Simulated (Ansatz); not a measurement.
Stepwise reaction of `[CH3][GeH3]` with hydrogen chloride, as a gas-phase model of exchange steps in deposition or etching. ΔE in kJ/mol; ΔG adds harmonic PBE0-D4 terms to CCSD(T)/CBS, at 1 bar.

Computed with Ansatz on PBE0-D4/def2-TZVP structures; ΔE is electronic, products minus reactants. CBS: MP2 limit from def2 TZ/QZ plus the TZ coupled-cluster correction, frozen cores. This one scheme is used for every species. DFT in def2-TZVPP. B3LYP here is the variant with VWN-RPA as its local correlation; programs differ in this. For Ge outer-core shells are correlated without core-valence functions, which leaves a few kJ/mol of doubt a bond. Scalar relativity is left out up to krypton.

| step | reaction | PBE-D4 | B3LYP-D4 | ωB97M-V | CCSD(T)/CBS | ΔG(400 K) |
| --- | --- | --- | --- | --- | --- | --- |
| 1 | `[CH3][GeH3]` + HCl → `[CH3][GeH2][Cl]` + H₂ | -60.6 | -61.8 | -61.3 | -59.9 | -59.1 |
| 2 | `[CH3][GeH2][Cl]` + HCl → `[CH3][GeH]([Cl])[Cl]` + H₂ | -63.6 | -63.5 | -62.3 | -60.7 | -56.2 |
| 3 | `[CH3][GeH]([Cl])[Cl]` + HCl → `[CH3][Ge]([Cl])([Cl])[Cl]` + H₂ | -59.3 | -59.0 | -57.0 | -55.2 | -46.9 |

Question: By hand: ΔE of the 3 steps together at CCSD(T)/CBS.

Answer: (-59.9) + (-60.7) + (-55.2) = -175.8 kJ/mol, or -58.6 kJ/mol a step.

In ΔE step 2 is the lowest and step 3 the highest. All are downhill at CCSD(T)/CBS. ΔG lies between -59.1 and -46.9 kJ/mol a step. PBE-D4 differs from CCSD(T)/CBS by -4.1 to -0.7 kJ/mol a step. Isolated molecules leave out the surface, adducts and barriers. Largest T1 diagnostic: 0.010.
